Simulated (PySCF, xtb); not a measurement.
C3H5BF2, SMILES C=C(F)B(C)F.

GFN2-xTB (xtb) at its own geometry gives an orbital gap of 3.78 eV and a dipole moment of 0.73 D.

Geometry optimised at PBE0-D3(BJ)/def2-SVP. This is a generated structure with no PubChem entry under its InChIKey; it may be hypothetical. One conformer was computed; it need not be the lowest.

Task: What does PBE/def2-TZVP in PySCF give? (An estimate is asked for; the answer gives what the named calculation found.)

Result: gap 4.20 eV (levels -6.69 and -2.48 eV), dipole 0.13 D.
